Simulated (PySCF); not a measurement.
Species: 4-bromopyridine, C5H4BrN.
Z-matrix (Å and degrees, GFN2-xTB geometry), rows numbered from 1:
```
Br
C   1  1.9074
C   2  1.3847  1  119.97
C   3  1.3877  2  117.28  1   180.00
N   4  1.3201  3  123.60  2     0.07
C   5  1.3202  4  118.26  3    -0.04
C   2  1.3848  1  120.06  3  -179.98
H   3  1.0781  2  121.38  1    -0.00
H   4  1.0814  3  120.62  2  -179.94
H   6  1.0816  5  115.78  4   179.94
H   7  1.0781  2  121.38  1    -0.07
```

The closed-shell ground state was solved at several levels (PySCF, density fitting, gas phase). Relativistic effects, spin–orbit coupling among them, are left out although an element past zinc is present.

| level | basis functions | HOMO (eV) | LUMO (eV) | gap (eV) | dipole (D) |
| --- | --- | --- | --- | --- | --- |
| wB97X-D/def2-SVPD | 193 | -9.66 | 0.51 | 10.17 | 0.59 |
| PBE0/pcSseg-1 | 163 | -7.73 | -1.14 | 6.59 | 0.68 |

(1) Estimate the row for B3LYP/pcJ-1 (pcSseg-1 on Br), a basis of 243 functions; the other rows only guide the guess.

(2) Over all these levels, which gives the widest orbital gap and which the narrowest?

(3) How far do the dipole and the HOMO energy spread over the levels?

Results:

(1) HOMO -7.42 eV, LUMO -1.28 eV, gap 6.14 eV, dipole 0.73 D.

(2) wB97X-D/def2-SVPD (range-separated hybrid) has the widest, 10.17 eV, and B3LYP/pcJ-1 (pcSseg-1 on Br) (global hybrid, 20 % exact exchange) the narrowest, 6.14 eV. Functional and basis both differ between the two, so the spread mixes both effects.

(3) The dipole runs from 0.59 to 0.73 D (mean 0.67 D) and the HOMO from -9.66 to -7.42 eV.
